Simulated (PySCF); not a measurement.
Static response to an electric field

Species: C4H12OP2.
Geometry (GFN2-xTB, Å), atoms numbered from 1 in this order:
```
atom  x, y, z in Å
C1    -1.0362   -0.6025   -1.5008
C2    -0.4954   -0.0654   -0.1823
C3    -1.0664    1.3042    0.1467
C4    -0.7218   -1.0530    0.9539
P5     1.3423    0.0818   -0.3970
O6     2.0300   -1.1332   -0.8525
P7     2.1496    0.9090    1.4560
H8    -0.5615   -1.5537   -1.7359
H9    -0.8203    0.0938   -2.3111
H10   -2.1136   -0.7504   -1.4449
H11   -0.8777    2.0027   -0.6669
H12   -0.6088    1.6989    1.0546
H13   -2.1416    1.2392    0.3039
H14   -1.7807   -1.2794    1.0686
H15   -0.1885   -1.9813    0.7487
H16   -0.3536   -0.6381    1.8947
H17    1.4392    1.1435   -1.3115
H18    2.3908   -0.3833    1.9134
H19    3.4043    0.9765    0.8550
```

Level: wB97X-D/def2-SVPD (PySCF), static field, nuclei fixed, core orbitals frozen in the response. The polarisability tensor in these axes (au):

```
x   107.77   4.27   9.39
y     4.27  93.59   6.26
z     9.39   6.26 100.81
```

**Question.** What are the eigenvalues, a third of the trace, and Δα (Δα² = ½Σ(αi − αj)² over the three pairs)?

**Answer.** Principal values 89.88, 95.76 and 116.53 au; mean 100.72 au = 14.93 Å³ = 16.61 × 10⁻⁴⁰ C²·m²/J; Δα = 24.24 au (24 % of the mean).

**Question.** What is the dipole moment, and where does it point?

**Answer.** (-2.32, 2.11, 1.05) D, 3.31 D in size, pointing from the negative to the positive side. Measured along this direction, the outermost atoms are O6 at the negative end and H13 at the positive end.

**Question.** In TDDFT the mean static polarisability is Σ f/ω² over all singlet excitations (ω in hartree). How much of it do the 8 lowest give? Their energies (eV) and oscillator strengths: 6.26, 0.0037; 6.59, 0.1860; 7.03, 0.0140; 7.08, 0.0165; 7.22, 0.1358; 7.25, 0.0101; 7.61, 0.0182; 7.85, 0.0007.

**Answer.** They add up to 6.01 au, 6.0 % of the 100.72 au; the largest single term is 3.18 au, from the state at 6.59 eV. Terms in order: 0.07, 3.18, 0.21, 0.24, 1.93, 0.14, 0.23, 0.01 au. Higher excitations give the rest. The strengths listed sum to 0.385.

**Question.** Along which axes do the principal values lie, and how far do the nuclei extend along each?

**Answer.** Largest value along (0.76, 0.30, 0.57), where the nuclei span 6.04 Å; middle along (0.64, -0.48, -0.60), 4.50 Å; least along (0.09, 0.83, -0.55), 4.02 Å. The response follows the extents in order.

**Question.** What depolarisation ratio follows for Rayleigh scattering of linearly polarised light, taking the static tensor?

**Answer.** ρ = 3Δα²/(45ᾱ² + 4Δα²) = 1763.2/(456530 + 2350.9) = 0.00384.

One conformer (not necessarily the lowest) at the GFN2-xTB geometry, without solvent, vibrations or thermal averaging.
